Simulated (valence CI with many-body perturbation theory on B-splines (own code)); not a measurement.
# E1 line list for Ar XIII

Level of theory: relativistic CI+MBPT: four valence electrons over a frozen Dirac-Fock core [He], a basis of 11 s, 11 p, 10 d, 8 f, 5 g, 2 h functions for each j, with the one-electron correlation potential Σ1 (screened to all orders), the two-electron term Σ2, the three-electron term Σ3, Breit, model QED; selected single and double excitations, second order for the rest, scaled by the run's own slope (own B-spline code, finite nucleus).

No measured levels were compared; by estimate levels of excited configurations hold to 0.05 to 0.15 % of their energy, terms of the ground configuration to about 0.5 %. Among the levels kept, up to 890 cm⁻¹ of a level comes from second order outside the variational space, and about a tenth of that is noise between levels of different J, which matters for small intervals.

Lines 101 to 150 of 534 in falling wavelength, among levels below 507.48 eV, chosen from the strongest by gf and those to the six lowest levels. Wavelengths and rates use the calculated energies, so an error of 300 cm⁻¹ moves a line at 732.0 Å by 0.22 % and its rate by three times that or more. Electric multipoles are in the length gauge, E1 and E2 with the static RPA response of the core. Weak lines are less certain than strong ones. Lines between different terms over intervals too small for the method are left out, as are lines whose strength nearly cancels. The highest levels of a list are the least certain.

Names give the largest LS component (configuration and term), which can be under half, so a name can repeat, a term be missing and a line seem to break the LS rules; names also repeat where a configuration has a term twice. Letters in brackets count levels of one name in rising energy.

```tsv
λ vac (Å)	Upper	Lower	A (s⁻¹)	log gf	Branch %
732.0	2s2 2p 3d 1F°_3	2s2 2p 3p 1D_2	1.05e+09	-0.23	0.0
730.8	2s 2p2 3d 3D_1 [c]	2s 2p2 3p 3P°_0 [c]	4.09e+08	-1.01	0.0
726.9	2s 2p2 3p 3D°_1 [b]	2s 2p2 3s 3D_2	4.01e+08	-1.02	0.2
725.3	2s 2p2 3d 3P_1 [c]	2s 2p2 3p 3S°_1 [b]	4.13e+08	-1.01	0.0
724.8	2s 2p2 3p 3D°_1 [b]	2s 2p2 3s 3D_1	7.44e+08	-0.76	0.3
724.6	2s 2p2 3p 5P°_3	2s 2p2 3s 5P_2	2.05e+08	-0.95	0.7
722.9	2s2 2p 3p 3P_2	2s2 2p 3s 3P°_2	1.01e+09	-0.40	1.7
721.7	2s 2p2 3d 1F_3 [a]	2s 2p2 3p 1D°_2 [a]	4.55e+08	-0.60	0.0
720.6	2s2 2p 3d 3P°_2	2s2 2p 3p 3P_1	2.72e+08	-0.98	0.0
720.0	2s 2p2 3d 5P_2	2s 2p2 3p 5P°_3	3.04e+08	-0.93	0.0
719.5	2s 2p2 3p 3D°_2 [b]	2s 2p2 3s 3D_3	3.25e+08	-0.90	0.2
718.9	2s 2p2 3p 5P°_2	2s 2p2 3s 5P_1	4.44e+08	-0.76	3.5
718.7	2s 2p2 3d 3P_2 [c]	2s 2p2 3p 3P°_2 [d]	4.38e+08	-0.77	0.0
717.7	2s 2p2 3d 3D_2 [d]	2s 2p2 3p 1P°_1 [b]	2.55e+08	-1.01	0.0
717.3	2s 2p2 3p 3D°_2 [b]	2s 2p2 3s 3D_2	7.32e+08	-0.55	0.6
716.6	2s 2p2 3d 1G_4	2s 2p2 3p 1F°_3	1.11e+09	-0.11	1.0
710.9	2s2 2p 3d 3P°_1	2s2 2p 3p 3P_1	6.81e+08	-0.81	0.0
709.5	2s 2p2 3p 3D°_3 [b]	2s 2p2 3s 3D_3	1.04e+09	-0.26	0.6
707.2	2s 2p2 3p 3D°_3 [b]	2s 2p2 3s 3D_2	1.89e+08	-1.00	0.1
705.6	2s2 2p 3p 3S_1	2s2 2p 3s 3P°_1	5.18e+08	-0.94	1.4
676.3	2s 2p2 3p 1D°_2 [b]	2s 2p2 3s 1P_1	1.56e+09	-0.27	1.1
675.7	2s 2p2 3d 1D_2 [a]	2s 2p2 3p 1P°_1 [a]	5.04e+08	-0.76	0.0
674.6	2s2 2p 3d 3D°_3	2s2 2p 3p 3D_3	3.55e+08	-0.77	0.0
673.8	2s 2p2 3d 3D_2 [a]	2s 2p2 3p 3P°_2 [a]	4.70e+08	-0.80	0.0
668.7	2s 2p2 3d 3D_1 [a]	2s 2p2 3p 3P°_1 [a]	6.48e+08	-0.89	0.0
662.4	2s 2p2 3d 3D_3 [a]	2s 2p2 3p 3P°_2 [a]	1.14e+09	-0.28	0.0
659.6	2s 2p2 3d 3D_2 [a]	2s 2p2 3p 3P°_1 [a]	7.72e+08	-0.60	0.0
654.7	2s 2p2 3d 3D_1 [a]	2s 2p2 3p 3P°_0 [a]	6.10e+08	-0.93	0.0
644.1	2s2 2p 3p 1D_2	2s2 2p 3s 1P°_1	1.81e+09	-0.25	9.4
642.2	2s 2p2 3d 1P_1 [a]	2s 2p2 3p 1P°_1 [a]	1.01e+09	-0.73	0.1
623.2	2s 2p2 3p 3P°_1 [b]	2s 2p2 3s 3D_2	1.35e+09	-0.63	1.8
623.0	2s 2p2 3p 3P°_2 [b]	2s 2p2 3s 3D_3	1.51e+09	-0.36	1.4
621.9	2s 2p2 3p 3P°_0 [b]	2s 2p2 3s 3D_1	2.03e+09	-0.93	3.7
621.7	2s 2p2 3p 3P°_1 [b]	2s 2p2 3s 3D_1	6.75e+08	-0.93	0.9
621.3	2s 2p2 3p 3P°_2 [b]	2s 2p2 3s 3D_2	5.05e+08	-0.84	0.5
613.1	2s 2p2 3p 5S°_2	2s 2p2 3s 5P_3	1.35e+09	-0.42	9.4
597.9	2s 2p2 3d 3P_2 [a]	2s 2p2 3p 3S°_1 [a]	8.50e+08	-0.64	0.1
596.5	2s 2p2 3d 3D_3 [a]	2s 2p2 3p 3D°_3 [a]	5.26e+08	-0.71	0.0
588.6	2s 2p2 3d 1D_2 [a]	2s 2p2 3p 1D°_2 [a]	5.53e+08	-0.84	0.0
576.5	2s 2p2 3p 5S°_2	2s 2p2 3s 5P_2	7.80e+08	-0.71	5.4
573.3	2s 2p2 3p 1P°_1 [c]	2s 2p2 3s 1P_1	2.54e+09	-0.42	1.2
569.3	2s 2p2 3d 3P_1 [a]	2s 2p2 3p 3S°_1 [a]	6.71e+08	-1.01	0.0
555.1	2s 2p2 3d 1S_0	2s 2p2 3p 1P°_1 [a]	2.14e+09	-1.00	0.1
526.3	2p3 3p 3P_1	2s 2p2 3p 3S°_1 [b]	1.04e+09	-0.89	0.1
524.7	2p3 3p 3P_2	2s 2p2 3p 3S°_1 [b]	1.02e+09	-0.67	0.1
510.4	2s2 2p 3p 1S_0	2s2 2p 3s 1P°_1	3.96e+09	-0.81	7.9
398.8	2s 2p2 3p 3D°_3 [b]	2s 2p2 3s 3P_2 [a]	7.83e+08	-0.88	0.4
398.7	2s 2p2 3p 3D°_3 [a]	2s2 2p 3p 3P_2	8.90e+08	-0.83	0.1
385.3	2p3 3p 3D_3	2s 2p2 3p 3P°_2 [d]	1.26e+09	-0.71	0.3
350.9	2p3 3s 3D°_3	2s 2p2 3s 3P_2 [b]	3.35e+09	-0.36	1.1
```

(1) How does gf follow from A for the line at 621.9 Å?

Results:

(1) gf = 1.4992 × (2J+1)_upper × A / σ², with σ = 160787 cm⁻¹ and 2J+1 = 1: gf = 0.118.
